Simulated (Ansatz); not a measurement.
Geometry optimisation, RKS PBE/def2-SVP in Ansatz 0.2.0.

Input file:

```yaml
crystal:
  periodic: [false, false, false]
  atoms:
    - { symbol: Mg, position_ang: [0.1824, 0.5564, 0.2762] }
    - { symbol: Br, position_ang: [3.2118, 0.7354, 0.5829] }
    - { symbol: C, position_ang: [-1.4178, 0.0842, -0.972] }
    - { symbol: H, position_ang: [2.0955, -0.4551, 1.7187] }
    - { symbol: F, position_ang: [0.9954, -0.8462, 1.9756] }
    - { symbol: H, position_ang: [-2.004, -0.6847, -0.4803] }
    - { symbol: H, position_ang: [-2.0584, 0.927, -1.2066] }
    - { symbol: H, position_ang: [-1.005, -0.3169, -1.8945] }
basis:
  gaussian: { orbitals: def2-SVP }
hamiltonian:
  xc: pbe
relax:
  f_tol: 0.15
  max_steps: 25
  restrain:
    - { distance: [0, 4], at: 1.98, k: 30.0 }
    - { distance: [3, 1], at: 1.51, k: 30.0 }
    - { distance: [0, 1], at: 3.91, k: 30.0 }
    - { distance: [3, 4], at: 2.18, k: 30.0 }
output:
  orbitals: {}
```

Command:

```bash
$ ansatz run input.yaml --threads 2 --pin off --max-ram 3072MiB --backend cpu --events-out ev --progress --plain --runs-dir out
```

Q: Where does it end, and by what steps?

A: The forces met the threshold. The restraints hold the end off the free minimum. After 7 steps the energy has fallen by 0.243 eV (the restraints' own energy left out); Mg1 moved furthest, 0.90 Å. Joined: Br2–H4 (1.99 → 1.48 Å).

| step | energy less start (eV) | largest force component (eV/Å) | accepted |
| --- | --- | --- | --- |
| 0 | 0.0000 | 1.933 | yes |
| 1 | 0.4643 | 2.188 | yes |
| 2 | 0.4381 | 2.656 | yes |
| 3 | 0.1663 | 2.403 | yes |
| 4 | -0.0375 | 1.808 | yes |
| 5 | -0.1689 | 1.545 | yes |
| 6 | -0.2115 | 1.485 | yes |
| 7 | -0.2429 | 1.495 | yes |

```xyz
8
Properties=species:S:1:pos:R:3
Mg -0.231 -0.185 0.587
Br 3.608 0.545 0.584
C -1.529 0.025 -1.032
H 2.768 -0.013 1.674
F 0.736 -0.542 2.214
H -2.373 -0.691 -0.936
H -1.960 1.046 -1.095
H -1.019 -0.186 -1.996
```

The run took 11 s on 2 threads of Intel(R) Xeon(R) Platinum 8488C (Sapphire Rapids) (shared host), peak memory 0.17 GiB.
